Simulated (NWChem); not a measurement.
System: AlH3Se; SMILES [AlH2][SeH]

Excerpt of the output:

```
             Northwest Computational Chemistry Package (NWChem) 7.3.0
             --------------------------------------------------------

 CS  symmetry detected

                             Geometry "geometry" -> ""
                             -------------------------

 Output coordinates in angstroms (scale by  1.889725989 to convert to a.u.)

  No.       Tag          Charge          X              Y              Z
 ---- ---------------- ---------- -------------- -------------- --------------
    1 Al                  13.0000    -0.01427285     1.60436098     0.00000000
    2 H                    1.0000    -1.42741393     2.31621038     0.00000000
    3 H                    1.0000     1.37651521     2.36153538     0.00000000
    4 Se                  34.0000    -0.03552159    -0.72682684     0.00000000
    5 H                    1.0000     1.44417981    -0.82232601     0.00000000

 Effective nuclear repulsion energy (a.u.)     134.7393034964

      Symmetry information
      --------------------

 Group name             Cs
 Group number              2
 Group order               2
 No. of unique centers     5

                                 NWChem DFT Module
                                 -----------------

 Summary of "ao basis" -> "ao basis" (spherical)
 ------------------------------------------------------------------------------
       Tag                 Description            Shells   Functions and Types
 ---------------- ------------------------------  ------  ---------------------
 Al                        def2-tzvp                13       37   5s5p2d1f
 H                         def2-tzvp                 4        6   3s1p
 Se                        def2-tzvp                16       48   6s5p4d1f

      Symmetry analysis of basis
      --------------------------

        a'         72
        a"         31

            General Information
            -------------------
          SCF calculation type: DFT
          Wavefunction type:  closed shell.
          No. of atoms     :     5
          No. of electrons :    50
           Alpha electrons :    25
            Beta electrons :    25
          Charge           :     0
          Spin multiplicity:     1
          Use of symmetry is: on ; symmetry adaption is: on
          Maximum number of iterations: 150
          AO basis - number of functions:   103
                     number of shells:    41
          Convergence on energy requested:  1.00D-06
          Convergence on density requested:  1.00D-05
          Convergence on gradient requested:  5.00D-04

              XC Information
              --------------
                          KT2 Method XC Functional
                        Slater Exchange Functional  1.072 local
                           KT1 gradient correction  1.000 non-local
            Perdew 1991 LDA Correlation Functional  0.577 local

             Grid Information
             ----------------
          Grid used for XC integration:  medium
          Radial quadrature: Mura-Knowles
          Angular quadrature: Lebedev.
          Tag              B.-S. Rad. Rad. Pts. Rad. Cut. Ang. Pts.
          ---              ---------- --------- --------- ---------
          Al                  1.25       88          10.0       590
          H                   0.35       45          11.0       434
          Se                  1.15      112          10.0       590
          Grid pruning is: on
          Number of quadrature shells:   335
          Spatial weights used:  Erf1

      Superposition of Atomic Density Guess
      -------------------------------------

 Sum of atomic energies:       -2643.18077805

      Non-variational initial energy
      ------------------------------

 Total energy =   -2643.486458
 1-e energy   =   -3949.935065
 2-e energy   =    1171.709304
 HOMO         =      -0.315553
 LUMO         =      -0.005611

      Symmetry analysis of molecular orbitals - initial
      -------------------------------------------------

  Numbering of irreducible representations:

     1 a'          2 a"

  Orbital symmetries:

     1 a'          2 a'          3 a'          4 a'          5 a'
     6 a"          7 a'          8 a'          9 a'         10 a"
    11 a'         12 a'         13 a'         14 a"         15 a'
    16 a'         17 a"         18 a"         19 a'         20 a'
    21 a'         22 a'         23 a'         24 a'         25 a"
    26 a"         27 a'         28 a'         29 a'         30 a'
    31 a'         32 a"         33 a'         34 a'         35 a'

     ---------------------------------------------
      Total Density - Mulliken Population Analysis
     ---------------------------------------------

    Atom       Charge   Shell Charges
 -----------   ------   -------------------------------------------------------
    1 Al  13    12.35   2.00  0.65  1.33  0.84  0.34  2.91  2.28  0.82  0.73  0.28  0.08  0.06  0.02
    2 H    1     1.17   0.23  0.57  0.37  0.00
    3 H    1     1.16   0.22  0.57  0.36  0.00
    4 Se  34    34.56   2.00  2.00  1.16  0.78  0.99  0.91  6.00  5.94  1.02  2.48  1.24  8.96  1.04 -0.00  0.04  0.00
    5 H    1     0.77   0.18  0.41  0.16  0.02

[...]
```

Level: KT2/def2-TZVP. The geometry was optimised at B3LYP/6-31G* (spherical d).

**Question.** Reconstruct the input file.

**Answer.** This is not unique; one that fits is the input that was run:
```
start job
memory heap 200 mb stack 900 mb global 1100 mb
geometry units angstroms noautoz
  Al    -0.139618     1.634932     0.070802
  H     -1.358456     2.478971    -0.482126
  H      1.292912     2.226464     0.395690
  Se    -0.532195    -0.637179     0.414725
  H      0.847956    -0.886969     0.895791
end
basis spherical
  Al library def2-tzvp
  H library def2-tzvp
  Se library def2-tzvp
end
dft
  xc kt2
  iterations 150
  mulliken
end
task dft energy
```
